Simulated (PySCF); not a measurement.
# Distorted geometries of [TlI2]+

[TlI2]+ (singlet). PySCF 2.14.0, RKS B3LYP, Tl def2-SVP with ECP60, I def2-SVP with ECP28; non-relativistic Hamiltonian with scalar-relativistic core potentials where named; density fitting; no spin-orbit coupling. Relaxed geometry:

```xyz
3

Tl    0.0000    0.0000    0.0000
I     0.0000    0.0000    2.6607
I     0.0000    0.0000   -2.6607
```

Task: Order these distorted geometries by energy above the relaxed one, lowest first.
A.
```xyz
3

Tl   -0.0253    0.1924    0.1186
I     0.0688   -0.0989    2.5674
I    -0.0435   -0.0935   -2.6860
```
B.
```xyz
3

Tl    0.0213   -0.0044    0.0321
I    -0.0377    0.0240    2.6478
I     0.0164   -0.0196   -2.6799
```
C.
```xyz
3

Tl    0.0517   -0.0317    0.2201
I     0.0762   -0.0250    2.6352
I    -0.1279    0.0567   -2.8553
```

Result: B (0.03 eV), A (0.41 eV), C (1.04 eV).

Task: Which forces (eV/Å) act in the one that lies 0.41 eV up?

Result: 
```
Tl  -0.07  0.01 -4.35
I    0.08 -0.25  3.08
I    0.00  0.24  1.27
```
Forces carry noise of the integration grid, about 0.01 to 0.03 eV/Å.
